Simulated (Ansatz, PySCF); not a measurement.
CH₆OSiTe, SMILES O([SiH3])[Te]C. Atoms are numbered in the order given.

```xyz
10

Te    -0.6523    -0.0641     0.5219
C     -0.6692     2.0210     0.0375
H     -1.6451     2.4206     0.3503
H     -0.5384     2.1613    -1.0424
H      0.1314     2.5178     0.5995
O      1.2755    -0.3134     0.0246
Si     1.7052    -0.7179    -1.5380
H      1.1563    -2.0509    -1.9373
H      3.1956    -0.7594    -1.5754
H      1.2124     0.3025    -2.5180
```

Geometry: PBE0-D3(BJ)/def2-SVP. This is a generated structure with no PubChem entry under its InChIKey; it may be hypothetical. The def2 effective core potentials stand for the cores of Te; spin–orbit coupling is left out. One conformer was computed; it need not be the lowest.

Two levels are set side by side: PBE-D3(BJ)/def2-SVP (Ansatz, an electronic-structure program) and PBE0-D3(BJ)/def2-SVP (Ansatz). Each level has its own optimised geometry; the coordinates shown are those of the second. Frequencies come from the Hessian of PySCF at each geometry. Differences are taken from unrounded values.

```tsv
quantity	PBE0-D3(BJ)
mean bond length (Å)	1.511
bond Te1–C2 (Å)	2.141
bond Te1–O6 (Å)	2.006
bond O6–Si7 (Å)	1.670
bond C2–H3 (Å)	1.100
bond C2–H4 (Å)	1.097
bond C2–H5 (Å)	1.097
bond Si7–H8 (Å)	1.496
bond Si7–H9 (Å)	1.491
bond Si7–H10 (Å)	1.498
highest harmonic wavenumber (cm⁻¹)	3218
mean harmonic wavenumber (cm⁻¹)	1200
zero-point energy (kcal/mol)	41.16
```

**Question.** What does PBE-D3(BJ) give, and how far is it from PBE0-D3(BJ)? (The exact figures need the calculation; the answer reports its results.)

**Answer.** 
```
quantity                            PBE-D3(BJ)  PBE-D3(BJ) minus PBE0-D3(BJ)
----------------------------------  ----------  ----------------------------
mean bond length (Å)                     1.526                         0.015
bond Te1–C2 (Å)                          2.166                         0.025
bond Te1–O6 (Å)                          2.040                         0.034
bond O6–Si7 (Å)                          1.691                         0.021
bond C2–H3 (Å)                           1.108                         0.008
bond C2–H4 (Å)                           1.105                         0.008
bond C2–H5 (Å)                           1.105                         0.008
bond Si7–H8 (Å)                          1.507                         0.011
bond Si7–H9 (Å)                          1.503                         0.012
bond Si7–H10 (Å)                         1.509                         0.011
highest harmonic wavenumber (cm⁻¹)        3128                           -90
mean harmonic wavenumber (cm⁻¹)           1158                           -42
zero-point energy (kcal/mol)             39.72                         -1.44
```

Exact exchange shortens and stiffens bonds; PBE has none. Differences between two approximate levels are no errors against the true value.
